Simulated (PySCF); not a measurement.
**Radial density of Co (cobalt, neutral)**

UHF, [Ar] 3d7 4s1 5s1, high-spin 6F determinant (an excited configuration). Computed with PySCF 2.14 in x2c-QZVPPall with one added diffuse shell each of s, p, d, f, g type (12s8p6d5f3g, 128 functions), with the spin-free X2C one-electron Hamiltonian (Gaussian nucleus).

```
r (bohr)  4πr²ρ (e/bohr)  4πr²(ρα − ρβ)
 0.00119          0.3149         0.0001
 0.00199          0.7978         0.0003
 0.00335           1.969         0.0008
 0.00564           4.650         0.0019
 0.00949           10.15         0.0040
  0.0160           19.41         0.0072
  0.0268           29.68         0.0092
  0.0452           32.15         0.0042
  0.0759           25.87         0.0000
   0.128           31.30         0.0702
   0.215           34.40         0.4230
   0.361           15.71         1.5806
   0.608           18.32         3.0029
    1.02           11.27         2.1495
    1.72           2.318         0.9452
    2.89          0.5079         0.4166
    4.87          0.1067         0.1052
    8.18          0.1633         0.1633
    13.8         0.01676         0.0168
```

Densities and radii are taken from the X2C orbitals without a picture-change correction, which distorts them close to the nucleus.

The outer electron is Rydberg-like, and this basis confines it to a smaller radius and binds it less than a complete one would.
